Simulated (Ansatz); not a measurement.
`C[O][GeH2][OH]` → `[OH][GeH3]` + `C=O`  (β-hydride elimination)

Calculated with Ansatz (gas phase, PBE0-D4/def2-TZVP geometries, no zero-point term in ΔE). CCSD(T)/CBS is the MP2 limit (def2-TZVPP, def2-QZVPP) plus CCSD(T) − MP2 in def2-TZVPP, frozen cores. This one scheme is used for every species. DFT in def2-TZVPP. For Ge outer-core shells are correlated without core-valence functions, which leaves a few kJ/mol of doubt a bond. Scalar relativity is left out up to krypton. Each species was taken in one conformer, which may not be the lowest.

| species | BLYP energy (Eh) |
| --- | --- |
| `C[O][GeH2][OH]` | -2269.28134 |
| `[OH][GeH3]` | -2154.71085 |
| `C=O` | -114.52859 |

Work out ΔE.

ΔE = (-2154.71085) + (-114.52859) − (-2269.28134) = 0.04190 Eh = +110.0 kJ/mol. CCSD(T)/CBS gives +147.0 kJ/mol.

Largest T1 diagnostic among the species: 0.015.

At CCSD(T), def2-SVP lies −22.4 kJ/mol from the extrapolated value and def2-TZVPP −4.4 kJ/mol. The D4 term adds +11.0 kJ/mol with B3LYP and +6.0 kJ/mol with PBE0; it sums over pairs of atoms, weighted by their polarisabilities, and B3LYP, whose exchange is more repulsive, gets the larger term.

B3LYP here is the variant with VWN-RPA as its local correlation; programs differ in this.
